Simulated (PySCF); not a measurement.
H2Sb, charge +1, multiplicity 1. Atoms are numbered in the order given.

```xyz
3

Sb     0.0000     0.0000    -0.0456
H      0.0000     1.2142     1.1640
H      0.0000    -1.2142     1.1640
```
Charge +1, spin multiplicity 1.

The structure is a stationary point at B3LYP-D3(BJ)/def2-TZVPD. The def2 effective core potentials stand for the cores of Sb; spin–orbit coupling is left out.

All values below come from B3LYP-D3(BJ)/def2-TZVPD (PySCF).

Frequencies are harmonic and unscaled.

```csv
mode,ν (cm⁻¹),IR (km/mol),moving atoms (share of kinetic energy)
1,855,14.2,H 99 %
2,1975,25.2,H 99 %
3,1982,24.8,H 99 %
```
